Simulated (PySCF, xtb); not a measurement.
Zn(Br)(SeH) (BrHSeZn), SMILES [SeH][Zn][Br]. One conformer was computed; it need not be the lowest.

Harmonic wavenumbers (cm⁻¹) from GFN2-xTB (xtb 6.7.1) at its own minimum, in rising order: 35, 104, 159, 256, 513, 2110.

Question: What does PBE-D3(BJ)/def2-SVP (PySCF 2.14.0) give at its own minimum? (Estimate from the structure and the level; the computed values follow.)

Answer: 70, 75, 201, 372, 563, 2347. Paired by order, the mean absolute difference is 85 cm⁻¹ and the zero-point energies are 4.5 and 5.2 kcal/mol.
